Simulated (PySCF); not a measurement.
# C₆ coefficients of unlike pairs at wB97X

Calculated with PySCF 2.14 from the dipole response of each species, C₆(A,B) = (3/π) ∫ α_A(iu) α_B(iu) du, in atomic units, from isotropic polarisabilities. For ions this is the dispersion term alone; charge-induced terms of lower order in 1/R come first.

| species | configuration | basis | relativity | α (bohr³) | C₆ (like pair) |
| --- | --- | --- | --- | --- | --- |
| Ba²⁺ | [Xe] (1S) | def2-TZVPPD with the def2 core potential (46 electrons) (6s4p3d1f) | core potential | 10.43 | 75.18 |
| N³⁺ | [He] 2s2 (1S) | aug-cc-pwCVTZ (7s6p4d2f) | none | 2.220 | 2.270 |
| Ar²⁺ | [Ne] 3s2 3p4 (3P) | aug-cc-pV(D+d)Z (5s4p3d) | none | 4.781 | 16.84 |

Q: Estimate C₆ for Ar²⁺ with N³⁺.

A: The integral gives 6.055. The combination rule 2 C_A C_B / (C_A α_B/α_A + C_B α_A/α_B) gives 6.016 and the geometric mean 6.183.

No spin-orbit coupling is included.

The other pairs:

| pair | C₆ |
| --- | --- |
| N³⁺, Ba²⁺ | 12.86 |
| Ar²⁺, Ba²⁺ | 35.55 |
